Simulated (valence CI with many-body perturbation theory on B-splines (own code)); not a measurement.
## Tc22+: calculated level list

Computed by configuration interaction combined with many-body perturbation theory (CI+MBPT): three valence electrons over a frozen Dirac-Fock core [Ar], a basis of 7 s, 7 p, 8 d, 6 f, 4 g, 1 h functions for each j, with the one-electron correlation potential Σ1 (screened to all orders), the two-electron term Σ2, the three-electron term Σ3, Breit, model QED; selected single and double excitations, second order for the rest, scaled by the run's own slope (own B-spline code, finite nucleus).

No measured spectrum was set against this ion. As an estimate, terms of the open shell hold to 2 to 4 % of their energy, and close levels can change places. Only levels of the ground parity were solved; by the run's estimate the other parity begins above the list, which can be wrong where configurations are misplaced.

Levels 1 to 19 of 19, with energies above the lowest level, 3d3 4F_3/2. "Leading %" is the weight of the configuration and term that name the level; weights of strongly mixed levels are sums over their largest components and can fall short. In the jj column 3d3/2^4 stands for four electrons in 3d with j = 3/2.

```tsv
No.	Configuration	Term	J	E (cm⁻¹)	Leading %	Second component	Leading jj	g
1	3d3	4F	3/2	0.0	88	11 % 3d3 2D	3d3/2^3 (67 %)	0.454
2	3d3	4F	5/2	19962	96		3d3/2^2 3d5/2 (89 %)	1.032
3	3d3	4F	7/2	37627	91	8 % 3d3 2G	3d3/2 3d5/2^2 (54 %)	1.208
4	3d3	4F	9/2	51246	73	22 % 3d3 2G	3d3/2^2 3d5/2 (48 %)	1.262
5	3d3	4P	3/2	62411	52	31 % 3d3 2P	3d3/2^2 3d5/2 (75 %)	1.431
6	3d3	4P	1/2	70217	76	24 % 3d3 2P	3d3/2^2 3d5/2 (94 %)	2.196
7	3d3	2G	7/2	88319	89	8 % 3d3 4F	3d3/2 3d5/2^2 (62 %)	0.921
8	3d3	2H	9/2	92199	55	24 % 3d3 2G	3d3/2^2 3d5/2 (52 %)	1.044
9	3d3	4P	5/2	96666	92	7 % 3d3 2D	3d3/2 3d5/2^2 (64 %)	1.562
10	3d3	2D	3/2	108820	49	38 % 3d3 4P	3d3/2 3d5/2^2 (92 %)	1.170
11	3d3	2P	1/2	116300	76	24 % 3d3 4P	3d3/2 3d5/2^2 (94 %)	1.135
12	3d3	2H	11/2	125910	100		3d3/2 3d5/2^2 (100 %)	1.088
13	3d3	2D	5/2	134210	91	5 % 3d3 4P	3d3/2 3d5/2^2 (64 %)	1.211
14	3d3	2G	9/2	138620	53	41 % 3d3 2H	3d5/2^3 (70 %)	1.039
15	3d3	2P	3/2	155730	59	30 % 3d3 2D	3d5/2^3 (85 %)	1.196
16	3d3	2F	7/2	168590	97		3d3/2 3d5/2^2 (85 %)	1.133
17	3d3	2F	5/2	169160	89	10 % 3d3 2D	3d3/2 3d5/2^2 (49 %)	0.893
18	3d3	2D	5/2	252600	89	9 % 3d3 2F	3d5/2^3 (59 %)	1.175
19	3d3	2D	3/2	252720	99		3d3/2 3d5/2^2 (85 %)	0.800
```

Names give the largest LS component (configuration and term), which can be under half, so a name can repeat, a term be missing and a line seem to break the LS rules; names also repeat where a configuration has a term twice.

The ionisation energy to 3d2 3F_2 of the next ion comes out as 1033.3 eV (NIST: 1032 ± 4 eV (theoretical)). All 19 levels together are meant to be complete up to 262830 cm⁻¹.
